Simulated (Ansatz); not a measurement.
The same ligand exchange along the group F, Cl, Br.

Program: Ansatz. Geometries: PBE0-D4/def2-TZVP. ΔE: electronic, gas phase. CBS: MP2 limit from def2 TZ/QZ plus the TZ coupled-cluster correction, frozen cores. This one scheme is used for every species. Functionals use def2-TZVPP. def2 core potentials past Kr. For Br, Te outer-core shells are correlated without core-valence functions, which leaves a few kJ/mol of doubt a bond. Scalar relativity is left out up to krypton. One conformer a species, not always the lowest.

| reaction | PBE-D4 (kcal/mol) |
| --- | --- |
| `B[SiH2]F` + `NC[TeH]` → `BNC[TeH]` + `F[SiH3]` | -43.7 |
| `B[SiH2]Cl` + `NC[TeH]` → `BNC[TeH]` + `[SiH3]Cl` | -43.3 |
| `B[SiH2]Br` + `NC[TeH]` → `BNC[TeH]` + `[SiH3]Br` | -43.1 |

Give the CCSD(T)/CBS values in the same order. (Estimate.)

Computed: -44.4, -43.6, -43.4 kcal/mol.

Largest T1 diagnostic: 0.012, for `BNC[TeH]`.
